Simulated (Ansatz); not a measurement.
`CC1(Br)CO1` → `BrC1CO1` + `[CH2]` (triplet) at 500 K and 1 bar (formal loss of a carbene).

Isolated molecules relaxed with PBE0-D4/def2-TZVP in Ansatz; ΔE leaves out vibrations. CCSD(T)/CBS adds triple-zeta CCSD(T) − MP2 to the extrapolated MP2 energy (def2 sets, frozen cores). This one scheme is used for every species. Triplets are unrestricted, without spin–orbit coupling. For Br outer-core shells are correlated without core-valence functions, which leaves a few kJ/mol of doubt a bond. Scalar relativity is left out up to krypton.

```csv
species,CCSD(T)/CBS energy (Eh),H − E (kJ/mol),S (J/(mol·K))
`CC1(Br)CO1`,-2765.61523,237.5,373.0
`BrC1CO1`,-2726.34478,154.8,328.9
`[CH2]` (triplet),-39.09499,62.7,213.9
```

H − E and S are ideal-gas, rigid-rotor, harmonic terms from PBE0-D4/def2-TZVP, for one conformer and one mirror image of each species, with the whole ground term of open shells counted as degenerate. 1 Eh = 2625.50 kJ/mol, R = 8.31446 J/(mol·K).

Q: By hand: ΔE, ΔH, ΔS and ΔG.

A: ΔE = (-2726.34478) + (-39.09499) − (-2765.61523) = 0.17546 Eh = 460.7 kJ/mol. Δ(H − E) = 154.8 + 62.7 − 237.5 = -20.0, so ΔH = 440.7 kJ/mol. ΔS = 328.9 + 213.9 − 373.0 = 169.8 J/(mol·K). ΔG = 440.7 − 500 × (169.8)/1000 = 355.8 kJ/mol.

Q: By hand: the equilibrium constant, and the temperature at which ΔG would vanish if ΔH and ΔS stayed fixed.

A: log₁₀ K = −ΔG/(RT ln 10) = -37.2. ΔG = 0 at ΔH/ΔS = 2595 K, far beyond where these terms or the molecules hold.

The number of gas molecules changes by +1, which sets the sign of ΔS. A doubt of 5 kJ/mol in ΔE shifts log₁₀ K by 0.5 here. Other conformers and mirror images would add mixing entropy, several J/(mol·K) or more a flexible species. A triplet takes part, so the spin changes. These are equilibria of isolated gas molecules and say nothing of rates. Largest T1 diagnostic: 0.011 (customary marks: 0.02 for closed shells, 0.045 for open ones).
